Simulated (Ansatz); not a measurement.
Job for Ansatz (a program for electronic structure): R-r2SCAN/def2-TZVPP on CH6InN (SMILES [CH3][InH][NH2]), a point of a torsion scan. Elements past Kr take the def2 small-core potentials; no spin–orbit coupling.

Ansatz 0.2 input:
```yaml
crystal:
  periodic: [false, false, false]
  atoms:
    - {symbol: C, position_ang: [-1.63360713, 0.14081760, -0.28488871]}
    - {symbol: In, position_ang: [0.25478517, -0.38349018, 0.73233110]}
    - {symbol: N, position_ang: [1.97035238, 0.30440942, -0.02322243]}
    - {symbol: H, position_ang: [-2.19384022, -0.75057401, -0.55997752]}
    - {symbol: H, position_ang: [-2.25343776, 0.76732377, 0.35364981]}
    - {symbol: H, position_ang: [-1.35567705, 0.69306850, -1.18170240]}
    - {symbol: H, position_ang: [0.50433924, -1.34337420, 2.13759022]}
    - {symbol: H, position_ang: [2.04430906, 0.88283888, -0.84697663]}
    - {symbol: H, position_ang: [2.88682507, 0.17357206, 0.37756647]}
basis:
  gaussian:
    orbitals: def2-TZVPP
hamiltonian:
  xc: {name: r2SCAN}
scf: {lower_state_search: off}
```

The head of its log:

```
WARN ansatz: RAYON_NUM_THREADS=1 ignored (pool sized by the plan → 1); use --threads N
Functional definition: r2SCAN
these checks for a lower state are left out or cut short: stability, starts, cluster_reference, orbital_swaps, neighbouring_geometries, increment
integrals: 0.10 GiB planned
1077 factors; their error is unknown
mean field: 0.73 GiB planned
mean field evaluation 1: about -7782.2962 eV, gradient 9.2e1 eV
mean field evaluation 2: about -7722.0367 eV, gradient 1.5e2 eV
```

Task: Predict the final total energy.

Result: -286.6464 hartree.
